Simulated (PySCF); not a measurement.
**Radial density of Al (aluminium, neutral)**

UHF, [Ne] 3s2 3p1, 2P determinant. Computed with PySCF 2.14 in def2-QZVPPD, with the non-relativistic Hamiltonian (point nucleus).

| r (bohr) | 4πr²ρ (e/bohr) | 4πr²(ρα − ρβ) |
| --- | --- | --- |
| 0.00248 | 0.1018 | 0.0000 |
| 0.00417 | 0.2755 | 0.0000 |
| 0.00702 | 0.7241 | -0.0001 |
| 0.0118 | 1.809 | -0.0001 |
| 0.0199 | 4.154 | -0.0003 |
| 0.0334 | 8.288 | -0.0005 |
| 0.0562 | 13.09 | 0.0001 |
| 0.0945 | 14.26 | 0.0040 |
| 0.159 | 9.943 | 0.0172 |
| 0.267 | 9.264 | 0.0388 |
| 0.450 | 12.78 | 0.0367 |
| 0.757 | 7.416 | -0.0018 |
| 1.27 | 1.532 | 0.0571 |
| 2.14 | 1.193 | 0.2768 |
| 3.60 | 0.6076 | 0.2579 |
| 6.06 | 0.06690 | 0.0474 |
| 10.2 | 0.0009879 | 0.0009 |
